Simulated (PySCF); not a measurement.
# Levels of Lu⁴²⁺ from EOM-EA-GCCSD

Reference: closed-shell Lu⁴³⁺, [Ar] 3d10; one electron is added. Calculated with PySCF 2.14, two-component X2C-1e with screened spin-orbit coupling, an even-tempered Gaussian basis (18 s from 3.4 bohr⁻², ratio 2.6; 15 p from 4.4 bohr⁻², ratio 2.6; 10 d from 4.4 bohr⁻², ratio 2.6; 5 f from 4.5 bohr⁻², ratio 2.8); frozen [Ar]; the 98 highest virtual spinors dropped; of the others 70 kept and the rest restored at second order. No Breit or QED terms. Binding energies in eV.

```csv
level,Koopmans,second order,EOM-CCSD
4s1/2,2124.1,2125.5,2125.5
4p1/2,2033.0,2034.4,2034.4
4p3/2,1948.8,1950.1,1950.1
```

Electric-dipole lines between these computed levels:

```csv
lower,upper,ΔE (eV),vacuum wavelength (nm)
4s1/2,4p1/2,91.140,13.60
4s1/2,4p3/2,175.44,7.067
```

For comparison, the ionisation energy of Lu⁴²⁺ is 2125.5 ± 1.1 eV (semi-empirical (NIST evaluation); NIST Atomic Spectra Database, ionization energies).
